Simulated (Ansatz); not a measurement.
Reactions of ClH4InO2Si, SMILES `[OH][In]([Cl])[O][SiH3]`.

Program: Ansatz. Geometries: PBE0-D4/def2-TZVP. ΔE: electronic, gas phase. CCSD(T)/CBS adds triple-zeta CCSD(T) − MP2 to the extrapolated MP2 energy (def2 sets, frozen cores). This one scheme is used for every species. Elements past krypton have def2 core potentials. For In, Sn outer-core shells are correlated without core-valence functions, which leaves a few kJ/mol of doubt a bond. One conformer a species, not always the lowest.

```tsv
reaction	HF/CBS(def2) (kJ/mol)
`[OH][In]([Cl])[O][SiH3]` + `OC[SiH2]O` → `OC[SiH](O)[SiH3]` + `[OH][In]([OH])[Cl]`	138
`[OH][In]([Cl])[O][SiH3]` + `C=C(N)[SiH3]` → `C=C(N)[SiH2][SiH3]` + `[OH][In]([OH])[Cl]`	131
`[OH][In]([Cl])[O][SiH3]` + `NC(O)(F)F` → `OC(F)(F)N[SiH3]` + `[OH][In]([OH])[Cl]`	68
`[OH][In]([Cl])[O][SiH3]` + `CC(N)S` → `NC(S)C[SiH3]` + `[OH][In]([OH])[Cl]`	135
`[OH][In]([Cl])[O][SiH3]` + `[NH2][SnH2][OH]` → `[OH][SnH2][NH][SiH3]` + `[OH][In]([OH])[Cl]`	47
`[OH][In]([Cl])[O][SiH3]` + `CC#CS` → `CC#CS[SiH3]` + `[OH][In]([OH])[Cl]`	63
`[OH][In]([Cl])[O][SiH3]` + CH₄ → `[CH3][In]([OH])[Cl]` + silanol	61
```

Q: Give the CCSD(T)/CBS values in the same order. (An estimate is asked.)

A: Ansatz gave: 105, 97, 53, 104, 34, 40, 51 kJ/mol.

Largest T1 diagnostic: 0.016, for `[OH][In]([OH])[Cl]`.
